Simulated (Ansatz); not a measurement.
Cost and result for the atomization energy of C6H4BClF6O2, SMILES `C[B-]1(Cl)OC(C(F)(F)F)=CC(C(F)(F)F)=[O+]1` (20 atoms, 20 bonds).

```xyz
20

C    -0.1095    2.3527   -1.6342
B    -0.3188    1.4610   -0.3596
Cl   -1.1230    2.2711    1.0798
O     1.0197    0.9130    0.1510
C     1.0806   -0.2005    0.7461
C     2.4348   -0.4815    1.3977
F     2.4244   -1.6480    2.0374
F     3.3828   -0.5203    0.4669
F     2.7290    0.4745    2.2671
C     0.0585   -1.1329    0.7717
C    -1.0149   -0.8553   -0.0562
C    -2.0972   -1.8978   -0.3376
F    -3.2914   -1.4065   -0.0393
F    -1.8994   -2.9985    0.3830
F    -2.0797   -2.2285   -1.6248
O    -1.1709    0.2285   -0.6877
H    -1.0666    2.7254   -2.0053
H     0.3739    1.7971   -2.4435
H     0.5131    3.2189   -1.4005
H     0.1543   -2.0725    1.2882
```

The species carries charge 0 and has multiplicity 1. The structure was optimised at the PBE0-D4/def2-TZVP level. Program: Ansatz. All runs use 11 threads of an AMD EPYC 7R13 on a shared host and a whole NVIDIA H100 80 GB. Times are those of one run each, without the atoms' runs, and a repeat can differ threefold. Electronic energies, without spin–orbit coupling; frozen cores. CCSD(T)/CBS adds CCSD(T) − MP2 in def2-TZVPP to the MP2 limit, and its time is that of the two runs behind it. T1 = 0.015. HSE06 is the plane-wave form, built on full-range PBE exchange.

CCSD(T)/CBS is a level of theory with its own doubt, some kJ/mol a heavy atom from the limit and from the frozen cores, so smaller differences don't rank the functionals.

```json
{"level": "revPBE-D4/def2-TZVPP", "functions": "563", "wall time": "5 s"}
{"level": "BLYP-D4/def2-TZVPP", "functions": "563", "wall time": "7.5 s"}
{"level": "PBE-QIDH/def2-TZVPP", "functions": "563", "wall time": "8.5 s"}
{"level": "r2SCANh-D4/def2-TZVPP", "functions": "563", "wall time": "9 s"}
{"level": "ωB97X-V/def2-TZVPP", "functions": "563", "wall time": "10 s"}
{"level": "MP2/def2-QZVPP", "functions": "1045", "wall time": "11 s"}
{"level": "B97M-V/def2-TZVPP", "functions": "563", "wall time": "11 s"}
{"level": "CCSD(T)/def2-SVP", "functions": "248", "wall time": "14 s"}
{"level": "CAM-B3LYP-D4/def2-TZVPP", "functions": "563", "wall time": "14 s"}
{"level": "ωB97M-V/def2-TZVPP (with forces)", "functions": "563", "wall time": "14 s"}
{"level": "HSE06-D4/def2-TZVPP", "functions": "563", "wall time": "16 s"}
{"level": "CCSD(T)/def2-TZVPP", "functions": "563", "wall time": "2.1 min"}
{"level": "CCSD(T)/CBS(def2)", "functions": "–", "wall time": "2.3 min"}
```

**Question.** What atomization energy does each give, and how far from CCSD(T)/CBS? (Estimate.)

**Answer.** Computed: 
| level | atomization (kcal/mol) | difference from CCSD(T)/CBS | per bond |
| --- | --- | --- | --- |
| revPBE-D4/def2-TZVPP | 2164.6 | 33.5 | 1.7 |
| BLYP-D4/def2-TZVPP | 2151.1 | 20.0 | 1.0 |
| PBE-QIDH/def2-TZVPP | 2138.4 | 7.3 | 0.4 |
| r2SCANh-D4/def2-TZVPP | 2140.7 | 9.6 | 0.5 |
| ωB97X-V/def2-TZVPP | 2147.2 | 16.1 | 0.8 |
| MP2/def2-QZVPP | 2206.0 | 74.9 | 3.7 |
| B97M-V/def2-TZVPP | 2151.5 | 20.4 | 1.0 |
| CCSD(T)/def2-SVP | 2046.0 | -85.1 | -4.3 |
| CAM-B3LYP-D4/def2-TZVPP | 2151.6 | 20.5 | 1.0 |
| ωB97M-V/def2-TZVPP (with forces) | 2151.6 | 20.5 | 1.0 |
| HSE06-D4/def2-TZVPP | 2170.1 | 39.0 | 2.0 |
| CCSD(T)/def2-TZVPP | 2074.1 | -57.0 | -2.9 |
| CCSD(T)/CBS(def2) | 2131.1 | 0.0 | 0.0 |

From PBE to PBE0 (25 % exact exchange), in def2-TZVPP and without D4, the atomization energy moves by −76.8 kcal/mol: exact exchange takes away binding that semilocal exchange gives to molecules. The D4 term adds +24.3 kcal/mol with B3LYP and +13.2 kcal/mol with PBE0; it sums over pairs of atoms, weighted by their polarisabilities, and B3LYP, whose exchange is more repulsive, gets the larger term. In def2-TZVPP, CCSD(T) changes the Hartree–Fock value by +594.2 kcal/mol (the triples alone add +51.4 kcal/mol) and MP2 by +692.7 kcal/mol; breaking electron pairs costs correlation energy, which Hartree–Fock lacks.

B3LYP here is the variant with VWN-RPA as its local correlation; programs differ in this.
